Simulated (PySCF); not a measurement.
## Electronic structure of Nd²⁺ (neodymium, charge +2) at the UHF level

Configuration: [Xe] 4f3 5d1, one real determinant (an excited configuration). Calculation: PySCF 2.14, in cc-pVDZ-X2C (8s7p5d3f1g, 84 functions); scalar relativity by spin-free X2C-1e.

- Total energy: -9619.040424 hartree
- One-electron energy: -13097.0394 hartree
- Hartree (Coulomb) energy: 3699.3083 hartree
- Exchange energy: -221.3094 hartree
- ⟨S²⟩: 6.0064
- ⟨L²⟩: 40.042
- Sum of ⟨r⟩: 35.74 bohr
- Sum of ⟨r²⟩: 45.26 bohr²
- Traceless quadrupole moment −½Σ⟨3z² − r²⟩ along its main axis: -2.10 e·bohr²
- Langevin diamagnetic susceptibility: -35.8 ×10⁻⁶ cm³/mol

| shell | electrons | mean orbital energy (hartree) | spread (hartree) | rms radius, mean of both spins (bohr) |
| --- | --- | --- | --- | --- |
| 1s α | 1 | -1609.59969 | 0 | 0.0269 |
| 1s β | 1 | -1609.59929 | 0 | 0.0269 |
| 2s α | 1 | -265.12536 | 0 | 0.109 |
| 2s β | 1 | -265.12070 | 0 | 0.109 |
| 2p α | 3 | -237.12409 | 0.00142 | 0.0978 |
| 2p β | 3 | -237.11973 | 0.00437 | 0.0978 |
| 3s α | 1 | -59.91570 | 0 | 0.283 |
| 3s β | 1 | -59.85810 | 0 | 0.283 |
| 3p α | 3 | -50.86042 | 0.00972 | 0.284 |
| 3p β | 3 | -50.79540 | 0.01576 | 0.284 |
| 3d α | 5 | -38.14559 | 0.02114 | 0.262 |
| 3d β | 5 | -38.07312 | 0.01892 | 0.262 |
| 4s α | 1 | -13.36012 | 0 | 0.644 |
| 4s β | 1 | -13.19037 | 0 | 0.644 |
| 4p α | 3 | -10.28747 | 0.01071 | 0.683 |
| 4p β | 3 | -10.09797 | 0.03045 | 0.683 |
| 4d α | 5 | -5.78001 | 0.07683 | 0.759 |
| 4d β | 5 | -5.53025 | 0.04599 | 0.759 |
| 5s α | 1 | -2.51284 | 0 | 1.56 |
| 5s β | 1 | -2.41864 | 0 | 1.56 |
| 5p α | 3 | -1.65566 | 0.02093 | 1.79 |
| 5p β | 3 | -1.55917 | 0.04764 | 1.79 |
| 4f α | 3 | -1.16089 | 0.01519 | 1.06 |
| 5d α | 1 | -0.71335 | 0 | 2.64 |

⟨L²⟩ = 40.04 against 72 for a pure L term, so this real determinant mixes terms. Spin-orbit coupling, absent here, splits the open shell strongly.

Densities and radii are taken from the X2C orbitals without a picture-change correction, which distorts them close to the nucleus.

Spin-orbit constants ζ (cm⁻¹) from the X2C one-electron operator on these orbitals: bare nucleus, nucleus screened by l(l+1)(2l+1)/3 electrons, and screened by the Breit-Pauli mean field of the electrons.

```json
{"shell": "2p", "bare": "2722000", "screened nucleus": "2631000", "mean field": "n/a"}
{"shell": "3p", "bare": "549700", "screened nucleus": "531300", "mean field": "n/a"}
{"shell": "3d", "bare": "85380", "screened nucleus": "71150", "mean field": "n/a"}
{"shell": "4p", "bare": "116500", "screened nucleus": "112600", "mean field": "n/a"}
{"shell": "4d", "bare": "15040", "screened nucleus": "12540", "mean field": "n/a"}
{"shell": "4f", "bare": "1973", "screened nucleus": "1052", "mean field": "n/a"}
{"shell": "5p", "bare": "15720", "screened nucleus": "15200", "mean field": "n/a"}
{"shell": "5d", "bare": "1113", "screened nucleus": "927.2", "mean field": "n/a"}
```

To first order the Landé constant is A = 255.2 cm⁻¹, so the lowest level has J = 6 and lies 0.570 eV below the centre of the term. This holds in LS coupling only.
